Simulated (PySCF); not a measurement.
Geometry:
```csv
atom,x (Å),y (Å),z (Å)
C1,-0.588,1.369,0.320
B2,-0.007,0.105,-0.501
C3,1.301,-0.587,0.146
N4,-1.196,-1.048,-0.453
H5,0.142,2.195,0.304
H6,-0.774,1.146,1.389
H7,-1.525,1.783,-0.096
H8,0.109,0.326,-1.710
H9,1.641,-1.493,-0.389
H10,1.166,-0.864,1.210
H11,2.149,0.117,0.120
H12,-1.390,-1.321,0.513
H13,-2.064,-0.698,-0.861
H14,-0.917,-1.884,-0.966
```

Non-relativistic Hamiltonian, gas phase, one computed conformer, rapidly exchanging positions averaged. Geometry from PBE0-D3(BJ)/def2-SVP; PBE/pcSseg-2 with gauge-including orbitals; PySCF 2.14.

Shifts are taken against calculated references (same method and geometry level): 13C (179.39 ppm) and 1H (31.18 ppm) vs TMS; 11B (92.70 ppm) vs BF3·OEt2; 15N (261.04 ppm) vs NH3.

```
              atoms  nucleus  count  δ (ppm)
                 N4      15N      1     61.0
                 B2      11B      1    -13.8
        H12/H13/H14       1H      3     2.36
                 H8       1H      1     2.66
H5/H6/H7/H9/H10/H11       1H      6        ?
              C1/C3      13C      2        ?
```

Q: Estimate the values marked ?.

A: 
- C1/C3: 9.2 ppm, methyl carbon bonded to B
- H5/H6/H7/H9/H10/H11: -0.25 ppm, hydrogen on a methyl carbon bonded to B

OH and NH positions are those of a molecule without intermolecular hydrogen bonds; in solution they move with solvent, concentration and temperature, and exchange usually removes their couplings. Hydrogens on boron are broadened and split by 11B (spin 3/2, 80 %) and 10B (spin 3). A carbon bonded to boron is broadened by the quadrupolar boron nucleus and is often missing from a measured spectrum. Shifts are as computed, not scaled to solution data. Of 1211 compounds with measured shifts, 218 miss one by over three times the rms of a fit or turn the order of signals round; such compounds aren't used in these exercises. Experimental scales use liquid or dissolved standards, which lie at an offset from isolated NH3 (liquid NH3: subtract about 20 ppm).
